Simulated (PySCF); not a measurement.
SiH2Cl2, SMILES Cl[SiH2]Cl.

The structure is a stationary point at B3LYP-D3(BJ)/def2-TZVP. The isomer is the one that the SMILES or the coordinates give; other isomers of the formula were not compared.

All values below come from PBE/def2-TZVPD (PySCF).

The molecule is in vacuum.

### Question
Estimate the frontier levels, gap, dipole moment and polarisability. (An estimate is asked for; the answer gives what the named calculation found.)

### Answer

```
Quantity                                                                                                       Result
---------------------------------------------------------------------------------------------  ----------------------
highest occupied level                                                                                       -7.79 eV
lowest empty level                                                                                           -1.21 eV
orbital gap                                                                                                   6.58 eV
dipole moment                                                                                                  1.15 D
quadrupole, principal values (traceless, Buckingham form, about the centre of nuclear charge)   -2.36, 0.25, 2.11 D·Å
mean static polarisability                                                                       56.4 bohr³ (8.35 Å³)
polarisability, principal values                                                               48.0, 54.4, 66.7 bohr³
```
